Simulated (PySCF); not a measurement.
Electronic structure of Ni²⁺ (nickel, charge +2) at the UHF level

Configuration: [Ar] 3d8, high-spin 3F determinant. All numbers are calculated (PySCF 2.14, the non-relativistic Hamiltonian (point nucleus), in aug-cc-pwCVTZ).

| Item | Value |
| --- | --- |
| Total energy | -1506.039119 hartree |
| One-electron energy | -2073.8171 hartree |
| Hartree (Coulomb) energy | 629.2293 hartree |
| Exchange energy | -61.4513 hartree |
| Kinetic energy | 1506.04591 hartree |
| ⟨S²⟩ | 2.0029 |
| ⟨L²⟩ | 12.026 |
| Sum of ⟨r⟩ | 15.67 bohr |
| Sum of ⟨r²⟩ | 15.30 bohr² |
| Density at the nucleus (Gaussians lack the cusp) | 14800 bohr⁻³ |
| Spin density at the nucleus | -0.263 bohr⁻³ |
| Langevin diamagnetic susceptibility | -12.1 ×10⁻⁶ cm³/mol |

| shell | electrons | mean orbital energy (eV) | spread (eV) | rms radius, mean of both spins (bohr) |
| --- | --- | --- | --- | --- |
| 1s β | 1 | -8335.7 | 0 | 0.0635 |
| 1s α | 1 | -8335.7 | 0 | 0.0635 |
| 2s α | 1 | -1051.9 | 0 | 0.268 |
| 2s β | 1 | -1049.8 | 0 | 0.268 |
| 2p α | 3 | -916.56 | 0 | 0.239 |
| 2p β | 3 | -914.57 | 0 | 0.239 |
| 3s α | 1 | -154.81 | 0 | 0.806 |
| 3s β | 1 | -149.41 | 0 | 0.806 |
| 3p α | 3 | -111.80 | 0 | 0.852 |
| 3p β | 3 | -105.29 | 0 | 0.852 |
| 3d α | 5 | -39.640 | 1.545 | 1.07 |
| 3d β | 3 | -37.038 | 0 | 1.07 |

Spin-orbit constants ζ (cm⁻¹) from the X2C one-electron operator on these orbitals (non-relativistic here): bare nucleus, nucleus screened by l(l+1)(2l+1)/3 electrons, and screened by the Breit-Pauli mean field of the electrons.

```csv
shell,bare,screened nucleus,mean field
2p,93950,87240,n/a
3p,11530,10710,n/a
3d,1179,758.0,n/a
```

To first order the Landé constant is A = -379.0 cm⁻¹, so the lowest level has J = 4 and lies 0.141 eV below the centre of the term. This holds in LS coupling only.
